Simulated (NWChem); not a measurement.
H2S2 cation, doublet; SMILES of the neutral closed-shell parent SS

```xyz
4

S      0.0478    -1.0029     0.0000
S     -0.0478     1.0029     0.0000
H     -1.3065    -1.1629     0.0000
H      1.3065     1.1629     0.0000
```
Atoms are numbered in this order, from 1.

Program: NWChem. Spin-unrestricted. Medium grid unless said otherwise, to which SCAN and Minnesota functionals are sensitive. In the optimisation the excess spin sits in bg (C2h, its own frame). The geometry was optimised at PBE0/def2-SVP, spin-unrestricted. The spin multiplicity was typed, not searched, and may not be the lowest. No stability test was run on the SCF state. B3LYP is NWChem's, with the RPA form of VWN correlation. Total energies of different functionals are on different scales.

```tsv
level	energy (Ha)	highest occupied level (eV)	lowest empty minus highest occupied level, either spin (eV)	<S²>
B3LYP/def2-TZVP	-797.3206	-13.99	2.83	0.755
PBE/def2-TZVP	-796.9466	-12.95	1.13	0.753
revPBE/def2-TZVP	-797.1490	-12.93	1.17	0.753
PW6B95/def2-TZVP	-797.9297	-14.31	3.37	0.755
TPSSh/def2-TZVP	-797.3228	-13.64	2.25	0.756
LC-BLYP (range parameter 0.33 per bohr)/def2-TZVP	-796.8276	-16.52	7.65	0.757
r2SCAN/def2-TZVP	-797.2301	[?]	[?]	0.757
```

Q: Some entries are withheld; supply them.

A: 
- r2SCAN/def2-TZVP, highest occupied level (eV): -13.33
- r2SCAN/def2-TZVP, lowest empty minus highest occupied level, either spin (eV): 1.67
